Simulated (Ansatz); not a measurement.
Harmonic vibrations of C₄H₈BF (`C=C(C)B(C)F`) by finite differences.

```yaml
crystal:
  periodic: [false, false, false]
  atoms:
    - {symbol: C, position_ang: [-1.985701, 0.220376, 0.487576]}
    - {symbol: C, position_ang: [-0.713635, 0.228201, 0.079875]}
    - {symbol: C, position_ang: [-0.169710, 1.340869, -0.766564]}
    - {symbol: B, position_ang: [0.217746, -0.952251, 0.504339]}
    - {symbol: C, position_ang: [1.726143, -1.065007, 0.113352]}
    - {symbol: F, position_ang: [-0.316712, -1.922569, 1.253559]}
    - {symbol: H, position_ang: [-2.373254, -0.586813, 1.099715]}
    - {symbol: H, position_ang: [-2.681330, 1.014584, 0.226242]}
    - {symbol: H, position_ang: [0.213367, 0.963198, -1.719664]}
    - {symbol: H, position_ang: [0.671027, 1.838669, -0.273405]}
    - {symbol: H, position_ang: [-0.929592, 2.094827, -0.982825]}
    - {symbol: H, position_ang: [2.200279, -1.972583, 0.488751]}
    - {symbol: H, position_ang: [2.281841, -0.199915, 0.493069]}
    - {symbol: H, position_ang: [1.846634, -1.030883, -0.975019]}
basis:
  gaussian: {orbitals: def2-TZVP}
hamiltonian: {xc: pbe0, dispersion: d4}
phonons: {temperatures: {t_min: 298.15, t_max: 900, t_step: 200}}
```

```sh
$ ansatz run in.yaml --threads 4 --pin off --events-out ev --progress --plain
```

Output, abridged:

```
Functional definition: PBE0
mean field -7667.31840005 eV, -281.7687541068 hartree, gradient 3.6e-5 eV, S^2 0.000000; 0 other end points of the search recorded, 0 dependent functions left out
mean field -7667.31812808 eV, -281.7687441122 hartree, gradient 1.5e-6 eV, S^2 0.000000; 0 other end points of the search recorded, 0 dependent functions left out
mean field -7667.31820151 eV, -281.7687468106 hartree, gradient 1.5e-6 eV, S^2 0.000000; 0 other end points of the search recorded, 0 dependent functions left out
mean field -7667.31824769 eV, -281.7687485078 hartree, gradient 1.5e-6 eV, S^2 0.000000; 0 other end points of the search recorded, 0 dependent functions left out
mean field -7667.31824077 eV, -281.7687482534 hartree, gradient 1.5e-6 eV, S^2 0.000000; 0 other end points of the search recorded, 0 dependent functions left out
mean field -7667.31830814 eV, -281.7687507292 hartree, gradient 1.5e-6 eV, S^2 0.000000; 0 other end points of the search recorded, 0 dependent functions left out
mean field -7667.31830668 eV, -281.7687506755 hartree, gradient 1.5e-6 eV, S^2 0.000000; 0 other end points of the search recorded, 0 dependent functions left out
mean field -7667.31816869 eV, -281.7687456046 hartree, gradient 1.6e-6 eV, S^2 0.000000; 0 other end points of the search recorded, 0 dependent functions left out
mean field -7667.31818555 eV, -281.7687462239 hartree, gradient 1.5e-6 eV, S^2 0.000000; 0 other end points of the search recorded, 0 dependent functions left out
mean field -7667.31827689 eV, -281.7687495807 hartree, gradient 1.5e-6 eV, S^2 0.000000; 0 other end points of the search recorded, 0 dependent functions left out
mean field -7667.31826667 eV, -281.7687492050 hartree, gradient 1.5e-6 eV, S^2 0.000000; 0 other end points of the search recorded, 0 dependent functions left out
mean field -7667.31831303 eV, -281.7687509087 hartree, gradient 1.5e-6 eV, S^2 0.000000; 0 other end points of the search recorded, 0 dependent functions left out
mean field -7667.31831273 eV, -281.7687508977 hartree, gradient 1.5e-6 eV, S^2 0.000000; 0 other end points of the search recorded, 0 dependent functions left out
mean field -7667.31822963 eV, -281.7687478439 hartree, gradient 1.5e-6 eV, S^2 0.000000; 0 other end points of the search recorded, 0 dependent functions left out
mean field -7667.31823022 eV, -281.7687478658 hartree, gradient 1.5e-6 eV, S^2 0.000000; 0 other end points of the search recorded, 0 dependent functions left out
mean field -7667.31827215 eV, -281.7687494065 hartree, gradient 1.5e-6 eV, S^2 0.000000; 0 other end points of the search recorded, 0 dependent functions left out
mean field -7667.31821103 eV, -281.7687471604 hartree, gradient 1.5e-6 eV, S^2 0.000000; 0 other end points of the search recorded, 0 dependent functions left out
mean field -7667.31823043 eV, -281.7687478732 hartree, gradient 1.5e-6 eV, S^2 0.000000; 0 other end points of the search recorded, 0 dependent functions left out
mean field -7667.31825476 eV, -281.7687487674 hartree, gradient 1.5e-6 eV, S^2 0.000000; 0 other end points of the search recorded, 0 dependent functions left out
mean field -7667.31826811 eV, -281.7687492582 hartree, gradient 1.5e-6 eV, S^2 0.000000; 0 other end points of the search recorded, 0 dependent functions left out
mean field -7667.31825698 eV, -281.7687488492 hartree, gradient 1.5e-6 eV, S^2 0.000000; 0 other end points of the search recorded, 0 dependent functions left out
mean field -7667.31825683 eV, -281.7687488436 hartree, gradient 1.5e-6 eV, S^2 0.000000; 0 other end points of the search recorded, 0 dependent functions left out
mean field -7667.31828627 eV, -281.7687499256 hartree, gradient 1.5e-6 eV, S^2 0.000000; 0 other end points of the search recorded, 0 dependent functions left out
mean field -7667.31832103 eV, -281.7687512029 hartree, gradient 1.5e-6 eV, S^2 0.000000; 0 other end points of the search recorded, 0 dependent functions left out
mean field -7667.31830737 eV, -281.7687507007 hartree, gradient 1.5e-6 eV, S^2 0.000000; 0 other end points of the search recorded, 0 dependent functions left out
mean field -7667.31829173 eV, -281.7687501262 hartree, gradient 1.5e-6 eV, S^2 0.000000; 0 other end points of the search recorded, 0 dependent functions left out
mean field -7667.31822495 eV, -281.7687476720 hartree, gradient 1.5e-6 eV, S^2 0.000000; 0 other end points of the search recorded, 0 dependent functions left out
mean field -7667.31822473 eV, -281.7687476638 hartree, gradient 1.5e-6 eV, S^2 0.000000; 0 other end points of the search recorded, 0 dependent functions left out
mean field -7667.31825055 eV, -281.7687486129 hartree, gradient 1.5e-6 eV, S^2 0.000000; 0 other end points of the search recorded, 0 dependent functions left out
mean field -7667.31825203 eV, -281.7687486672 hartree, gradient 1.5e-6 eV, S^2 0.000000; 0 other end points of the search recorded, 0 dependent functions left out
mean field -7667.31824908 eV, -281.7687485588 hartree, gradient 1.5e-6 eV, S^2 0.000000; 0 other end points of the search recorded, 0 dependent functions left out
mean field -7667.31836170 eV, -281.7687526973 hartree, gradient 1.5e-6 eV, S^2 0.000000; 0 other end points of the search recorded, 0 dependent functions left out
mean field -7667.31836768 eV, -281.7687529172 hartree, gradient 1.5e-6 eV, S^2 0.000000; 0 other end points of the search recorded, 0 dependent functions left out
mean field -7667.31831013 eV, -281.7687508022 hartree, gradient 1.5e-6 eV, S^2 0.000000; 0 other end points of the search recorded, 0 dependent functions left out
[...]
mean field -7667.31831074 eV, -281.7687508246 hartree, gradient 1.5e-6 eV, S^2 0.000000; 0 other end points of the search recorded, 0 dependent functions left out
mean field -7667.31832841 eV, -281.7687514741 hartree, gradient 1.5e-6 eV, S^2 0.000000; 0 other end points of the search recorded, 0 dependent functions left out
mean field -7667.31833648 eV, -281.7687517707 hartree, gradient 1.5e-6 eV, S^2 0.000000; 0 other end points of the search recorded, 0 dependent functions left out
mean field -7667.31833249 eV, -281.7687516241 hartree, gradient 1.5e-6 eV, S^2 0.000000; 0 other end points of the search recorded, 0 dependent functions left out
mean field -7667.31838139 eV, -281.7687534210 hartree, gradient 1.5e-6 eV, S^2 0.000000; 0 other end points of the search recorded, 0 dependent functions left out
mean field -7667.31835441 eV, -281.7687524294 hartree, gradient 1.5e-6 eV, S^2 0.000000; 0 other end points of the search recorded, 0 dependent functions left out
mean field -7667.31836148 eV, -281.7687526893 hartree, gradient 1.5e-6 eV, S^2 0.000000; 0 other end points of the search recorded, 0 dependent functions left out
mean field -7667.31837301 eV, -281.7687531132 hartree, gradient 1.5e-6 eV, S^2 0.000000; 0 other end points of the search recorded, 0 dependent functions left out
mean field -7667.31833960 eV, -281.7687518853 hartree, gradient 1.5e-6 eV, S^2 0.000000; 0 other end points of the search recorded, 0 dependent functions left out
mean field -7667.31834286 eV, -281.7687520049 hartree, gradient 1.5e-6 eV, S^2 0.000000; 0 other end points of the search recorded, 0 dependent functions left out
mean field -7667.31835243 eV, -281.7687523569 hartree, gradient 1.5e-6 eV, S^2 0.000000; 0 other end points of the search recorded, 0 dependent functions left out
mean field -7667.31833466 eV, -281.7687517038 hartree, gradient 1.5e-6 eV, S^2 0.000000; 0 other end points of the search recorded, 0 dependent functions left out
mean field -7667.31838066 eV, -281.7687533941 hartree, gradient 1.5e-6 eV, S^2 0.000000; 0 other end points of the search recorded, 0 dependent functions left out
mean field -7667.31838449 eV, -281.7687535348 hartree, gradient 1.5e-6 eV, S^2 0.000000; 0 other end points of the search recorded, 0 dependent functions left out
mean field -7667.31837407 eV, -281.7687531521 hartree, gradient 1.5e-6 eV, S^2 0.000000; 0 other end points of the search recorded, 0 dependent functions left out
mean field -7667.31836600 eV, -281.7687528553 hartree, gradient 1.5e-6 eV, S^2 0.000000; 0 other end points of the search recorded, 0 dependent functions left out
mean field -7667.31831774 eV, -281.7687510820 hartree, gradient 1.5e-6 eV, S^2 0.000000; 0 other end points of the search recorded, 0 dependent functions left out
mean field -7667.31832810 eV, -281.7687514625 hartree, gradient 1.5e-6 eV, S^2 0.000000; 0 other end points of the search recorded, 0 dependent functions left out
mean field -7667.31837711 eV, -281.7687532637 hartree, gradient 1.5e-6 eV, S^2 0.000000; 0 other end points of the search recorded, 0 dependent functions left out
mean field -7667.31837445 eV, -281.7687531661 hartree, gradient 1.5e-6 eV, S^2 0.000000; 0 other end points of the search recorded, 0 dependent functions left out
mean field -7667.31837711 eV, -281.7687532636 hartree, gradient 1.5e-6 eV, S^2 0.000000; 0 other end points of the search recorded, 0 dependent functions left out
mean field -7667.31835275 eV, -281.7687523685 hartree, gradient 1.5e-6 eV, S^2 0.000000; 0 other end points of the search recorded, 0 dependent functions left out
mean field -7667.31832604 eV, -281.7687513868 hartree, gradient 1.5e-6 eV, S^2 0.000000; 0 other end points of the search recorded, 0 dependent functions left out
mean field -7667.31833791 eV, -281.7687518230 hartree, gradient 1.5e-6 eV, S^2 0.000000; 0 other end points of the search recorded, 0 dependent functions left out
mean field -7667.31837861 eV, -281.7687533188 hartree, gradient 1.5e-6 eV, S^2 0.000000; 0 other end points of the search recorded, 0 dependent functions left out
mean field -7667.31837607 eV, -281.7687532256 hartree, gradient 1.5e-6 eV, S^2 0.000000; 0 other end points of the search recorded, 0 dependent functions left out
mean field -7667.31839525 eV, -281.7687539305 hartree, gradient 1.5e-6 eV, S^2 0.000000; 0 other end points of the search recorded, 0 dependent functions left out
mean field -7667.31837942 eV, -281.7687533486 hartree, gradient 1.5e-6 eV, S^2 0.000000; 0 other end points of the search recorded, 0 dependent functions left out
mean field -7667.31838073 eV, -281.7687533968 hartree, gradient 1.5e-6 eV, S^2 0.000000; 0 other end points of the search recorded, 0 dependent functions left out
mean field -7667.31839415 eV, -281.7687538901 hartree, gradient 1.5e-6 eV, S^2 0.000000; 0 other end points of the search recorded, 0 dependent functions left out
mean field -7667.31829592 eV, -281.7687502799 hartree, gradient 1.5e-6 eV, S^2 0.000000; 0 other end points of the search recorded, 0 dependent functions left out
mean field -7667.31830209 eV, -281.7687505069 hartree, gradient 1.5e-6 eV, S^2 0.000000; 0 other end points of the search recorded, 0 dependent functions left out
Total energy: -7667.54547276 eV, -281.7770988748 hartree
Atom 0 at    -1.985701     0.220376     0.487576 Å, force    -0.001930    -0.000367    -0.002523 eV/Å
Atom 1 at    -0.713635     0.228201     0.079875 Å, force     0.000806     0.000224    -0.000230 eV/Å
Atom 2 at    -0.169710     1.340869    -0.766564 Å, force     0.000346     0.000203     0.002220 eV/Å
Atom 3 at     0.217746    -0.952251     0.504339 Å, force    -0.000031    -0.001439     0.000769 eV/Å
Atom 4 at     1.726143    -1.065007     0.113352 Å, force     0.000207     0.001327     0.000362 eV/Å
Atom 5 at    -0.316712    -1.922569     1.253559 Å, force    -0.000021     0.001035    -0.000091 eV/Å
Atom 6 at    -2.373254    -0.586813     1.099715 Å, force     0.000488    -0.000882     0.000781 eV/Å
Atom 7 at    -2.681330     1.014584     0.226242 Å, force     0.000177     0.000293     0.000112 eV/Å
Atom 8 at     0.213367     0.963198    -1.719664 Å, force    -0.000242    -0.001512    -0.000324 eV/Å
Atom 9 at     0.671027     1.838669    -0.273405 Å, force     0.000324     0.001385    -0.001110 eV/Å
Atom 10 at    -0.929592     2.094827    -0.982825 Å, force    -0.000089     0.000655     0.000801 eV/Å
Atom 11 at     2.200279    -1.972583     0.488751 Å, force    -0.000541    -0.000290     0.000202 eV/Å
Atom 12 at     2.281841    -0.199915     0.493069 Å, force     0.000878    -0.000626    -0.000453 eV/Å
Atom 13 at     1.846634    -1.030883    -0.975019 Å, force    -0.000371    -0.000005    -0.000517 eV/Å
Dipole moment:     0.079951     0.249066    -0.172921 e Å
Vibrations: 20.16 54.02 169.23 197.11 294.06 326.83 389.97 468.21 519.25 664.74 697.71 840.19 896.32 962.21 999.66 1016.59 1061.83 1123.58 1262.02 1346.02 1357.64 1404.52 1438.99 1449.50 1454.80 1472.62 1487.16 1690.18 3037.38 3039.58 3094.37 3097.27 3122.39 3133.98 3145.51 3227.55 cm⁻¹, zero-point energy 3.097320 eV
```

Run time 4.4 min (4 threads of a server CPU on a shared host); peak host memory 0.67 GiB.
